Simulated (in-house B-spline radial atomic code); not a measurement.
Results of a calculation; reference values are marked as such.
**Correlation energy from the adiabatic connection: −V exp(−r²/w²), V = 0.813, w = 6.27**

Two electrons in a singlet, external potential −V exp(−r²/w²), V = 0.813, w = 6.27 (atomic units). Full CI in B-splines (partial waves to l = 8, correlation up to 0.6 % small) with the density held fixed gives W(λ) = <V_ee>_λ − U, and E_c is the integral of W(λ) − W(0) from 0 to 1.

| λ | W(λ) − W(0) (hartree) |
| --- | --- |
| 0 | 0.00000 |
| 0.02 | -0.00196 |
| 0.05 | -0.00477 |
| 0.12 | -0.01081 |
| 0.25 | -0.02039 |
| 0.4 | -0.02933 |
| 0.6 | -0.03867 |
| 0.8 | -0.04593 |
| 1 | -0.05171 |

Problem. Integrate the table by the trapezoid rule.

Solution. The strips give -0.00002, -0.00010, -0.00055, -0.00203, -0.00373, -0.00680, -0.00846, -0.00976, which sum to -0.03145 hartree. The direct value, W(1) − W(0) + T_c with T_c = 0.02013, is -0.03159; the curve is convex, so chords lie above it and the trapezoids fall short in size by 0.45 %.

Problem. Now use only three numbers: W(0) = -0.27866, the initial slope W'(0) = -0.0994 (extrapolated from the first points) and the strong-coupling limit of the point-charge-plus-continuum model, W∞ = -0.38346. What do second-order theory and the interpolation W(λ) = W∞ + (W(0) − W∞)/√(1 + 2χλ) of Seidl, Perdew and Levy give?

Solution. Second order keeps the slope alone: E_c = W'(0)/2 = -0.04970, +57 % in size against -0.03159. Matching the slope fixes χ = W'(0)/(W∞ − W(0)) = -0.0994/(-0.10480) = 0.94847. Integrating, with s = √(1 + 2χ) = 1.702042, E_c = −(W(0) − W∞)(s − 1)/(s + 1) = −0.10480 × 0.702042/2.702042 = -0.02723 hartree, -13.8 % in size against the full result. At λ = 1 the formula gives W − W(0) = -0.04323 against -0.05171. Part of the miss can come from the model's W∞.
